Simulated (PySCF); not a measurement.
SMILES N#Cc1cccc(O[SiH3])c1, GFN2-xTB optimised geometry.

```
17

N     -3.24    -2.78     0.00
C     -2.67    -1.78     0.00
C     -1.98    -0.55     0.00
C     -2.69     0.65     0.00
C     -2.00     1.84     0.00
C     -0.62     1.85     0.00
C      0.10     0.66     0.00
O      1.44     0.72     0.00
Si     2.64    -0.39    -0.01
C     -0.59    -0.55     0.00
H     -3.77     0.63     0.00
H     -2.54     2.78     0.00
H     -0.07     2.78     0.00
H      2.56    -1.24     1.18
H      3.77     0.52    -0.01
H      2.55    -1.22    -1.21
H     -0.04    -1.48     0.00
```

Density from PBE/def2-SVP (PySCF 2.14.0) at that geometry.

Minimum of the electron density along straight lines between bonded atoms, close to the bond critical point (lines longer than 1.1 times the sum of covalent radii, or with two minima, are not listed):

```json
[
 {"bond": "N1–C2", "length / Å": "1.146", "ρ at the minimum / e bohr⁻³": "(withheld)", "∇²ρ there / e bohr⁻⁵": "(withheld)", "position (fraction from the first atom)": "0.66"},
 {"bond": "C2–C3", "length / Å": "1.415", "ρ at the minimum / e bohr⁻³": "0.284", "∇²ρ there / e bohr⁻⁵": "-0.71", "position (fraction from the first atom)": "0.53"},
 {"bond": "C3–C4", "length / Å": "1.394", "ρ at the minimum / e bohr⁻³": "0.302", "∇²ρ there / e bohr⁻⁵": "-0.73", "position (fraction from the first atom)": "0.51"},
 {"bond": "C4–C5", "length / Å": "1.383", "ρ at the minimum / e bohr⁻³": "0.310", "∇²ρ there / e bohr⁻⁵": "-0.77", "position (fraction from the first atom)": "0.50"},
 {"bond": "C5–C6", "length / Å": "1.383", "ρ at the minimum / e bohr⁻³": "0.309", "∇²ρ there / e bohr⁻⁵": "-0.76", "position (fraction from the first atom)": "0.50"},
 {"bond": "C6–C7", "length / Å": "1.396", "ρ at the minimum / e bohr⁻³": "0.307", "∇²ρ there / e bohr⁻⁵": "-0.77", "position (fraction from the first atom)": "0.49"},
 {"bond": "C7–O8", "length / Å": "1.342", "ρ at the minimum / e bohr⁻³": "0.289", "∇²ρ there / e bohr⁻⁵": "-0.18", "position (fraction from the first atom)": "0.33"},
 {"bond": "O8–Si9", "length / Å": "1.632", "ρ at the minimum / e bohr⁻³": "0.124", "∇²ρ there / e bohr⁻⁵": "1.05", "position (fraction from the first atom)": "0.59"},
 {"bond": "C3–C10", "length / Å": "1.393", "ρ at the minimum / e bohr⁻³": "0.302", "∇²ρ there / e bohr⁻⁵": "-0.72", "position (fraction from the first atom)": "0.50"},
 {"bond": "C7–C10", "length / Å": "1.388", "ρ at the minimum / e bohr⁻³": "0.311", "∇²ρ there / e bohr⁻⁵": "-0.77", "position (fraction from the first atom)": "0.51"},
 {"bond": "C4–H11", "length / Å": "1.079", "ρ at the minimum / e bohr⁻³": "0.282", "∇²ρ there / e bohr⁻⁵": "-1.07", "position (fraction from the first atom)": "0.64"},
 {"bond": "C5–H12", "length / Å": "1.079", "ρ at the minimum / e bohr⁻³": "0.282", "∇²ρ there / e bohr⁻⁵": "-1.07", "position (fraction from the first atom)": "0.64"},
 {"bond": "C6–H13", "length / Å": "1.079", "ρ at the minimum / e bohr⁻³": "0.282", "∇²ρ there / e bohr⁻⁵": "-1.06", "position (fraction from the first atom)": "0.64"},
 {"bond": "Si9–H14", "length / Å": "1.464", "ρ at the minimum / e bohr⁻³": "0.119", "∇²ρ there / e bohr⁻⁵": "0.30", "position (fraction from the first atom)": "0.49"},
 {"bond": "Si9–H15", "length / Å": "1.452", "ρ at the minimum / e bohr⁻³": "0.121", "∇²ρ there / e bohr⁻⁵": "0.32", "position (fraction from the first atom)": "0.49"},
 {"bond": "Si9–H16", "length / Å": "1.463", "ρ at the minimum / e bohr⁻³": "0.119", "∇²ρ there / e bohr⁻⁵": "0.30", "position (fraction from the first atom)": "0.49"},
 {"bond": "C10–H17", "length / Å": "1.080", "ρ at the minimum / e bohr⁻³": "0.281", "∇²ρ there / e bohr⁻⁵": "-1.05", "position (fraction from the first atom)": "0.63"}
]
```

### Question
Complete the blanks.

### Answer

- N1–C2, ρ at the minimum / e bohr⁻³: 0.474
- N1–C2, ∇²ρ there / e bohr⁻⁵: 0.41
